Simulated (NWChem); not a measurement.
Basis-set convergence for H2OSn

```xyz
4

Sn     0.1933     0.2418     0.0000
H      1.5324    -0.9835     0.0000
O     -1.2793    -1.1323     0.0000
H     -0.9612    -2.0464     0.0000
```
Charge 0, spin multiplicity 1.

Everything below was run with NWChem. The geometry was optimised at B3LYP/def2-SVP with def2 effective core potentials on Sn, a minimum by its harmonic frequencies. It is one conformer; others weren't searched.

Quantity: vertical ionisation energy at the level ΔPBE0 (Δ: difference of total energies, the cation a doublet at the parent's geometry with its hole in an orbital of symmetry a' (Cs labels); it is the state that the SCF runs reached, from PBE0 orbitals for Hartree-Fock references, and need not be the lowest).

Effective core potentials replace the inner electrons of Sn; spin-orbit coupling is left out. The structure started from a generated list of species. No SCF solution was tested for a lower state.

The cost column gives rough processor time relative to def2-SVP; each entry includes its own SCF.

```csv
basis,functions,vertical ionisation energy (eV),relative cost
def2-SVP,50,9.14,1
def2-SVPD,71,9.22,under 3
def2-TZVP,93,9.19,under 3
def2-TZVPP,109,9.18,under 3
def2-TZVPD,114,9.20,4
def2-QZVP,199,9.19,30
```

Smallest basis within 0.2 eV of def2-QZVP, the largest set run: def2-SVP, with 50 functions against 199 and about 3 % of the time (also within reach: def2-SVPD, def2-TZVP, def2-TZVPP, def2-TZVPD). def2-QZVP isn't the basis-set limit itself, and a small set can land close by cancellation.
